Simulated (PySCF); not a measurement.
H7NOSi2, SMILES N[SiH2]O[SiH3].

Geometry: B3LYP-D3(BJ)/def2-SVP. The values are those of a single conformer.

Computed with r2SCAN/def2-TZVP (PySCF).

Gas-phase values at a fixed geometry.

Problem. Estimate the frontier levels, gap, dipole moment and polarisability. (Estimate from the structure and the level; the computed values follow.)

Solution. 
- highest occupied level: -6.64 eV
- lowest empty level: -0.18 eV
- orbital gap: 6.46 eV
- dipole moment: 1.66 D
- quadrupole, principal values (traceless, Buckingham form, about the centre of nuclear charge): -4.12, 0.99, 3.13 D·Å
- mean static polarisability: 61.4 bohr³ (9.10 Å³)
- polarisability, principal values: 57.1, 59.6, 67.5 bohr³
